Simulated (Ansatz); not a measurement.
The same path of BCl$_{3}$H$_{2}$O (7 atoms, charge 0, multiplicity 1) was run 3 times with different band settings. Lost on the way: B1–Cl2, O5–H7. Made: Cl2–H7.

The calculation used RKS r2SCAN/6-31G* in Ansatz.

Relaxed end points:

```xyz
7
Properties=species:S:1:pos:R:3
B 0.059 -0.099 0.152
Cl -0.022 0.605 1.835
Cl 1.556 0.264 -0.766
Cl -1.496 0.022 -0.801
O 0.140 -1.769 0.477
H -0.654 -2.177 0.077
H 0.067 -1.876 1.448
```

```xyz
7
Properties=species:S:1:pos:R:3
B -0.168 -0.444 -0.763
Cl 0.912 -0.817 3.338
Cl 1.115 0.742 -0.738
Cl -1.105 -0.751 -2.224
O -0.420 -1.124 0.384
H -1.145 -1.766 0.300
H 0.461 -0.869 2.123
```

Common settings: movable images 9; climbing image yes; start path through a guess of the saddle point; force threshold 0.05 eV/Å; iteration limit 60; end points relaxed.

| run | spring | optimiser | largest step |
| --- | --- | --- | --- |
| 1 | 5.0 eV/Å² | quadratic models (default) | default |
| 2 | 50.0 eV/Å² | quadratic models (default) | default |
| 3 | 5.0 eV/Å² | fire | 0.5 Å |

(1) What does each run give, and how far can it be trusted?

Answers

(1) Run 1: converged after 19 iterations, highest image 0.790 eV above the first end. A vibrational analysis at the climbing image gives one clearly imaginary mode, 1005i cm⁻¹: a first-order saddle point.
Run 2: converged after 15 iterations, highest image 0.790 eV above the first end. Another band between the same ends (9 images) ends at a top of the same energy, where a vibrational analysis finds 1 clearly imaginary mode.
Run 3: converged after 54 iterations, highest image 0.790 eV above the first end. Another band between the same ends (9 images) ends at a top of the same energy, where a vibrational analysis finds 1 clearly imaginary mode.
The orbitals stay closed-shell, which can raise the energy where a bond breaks towards radicals; this wasn't checked here.
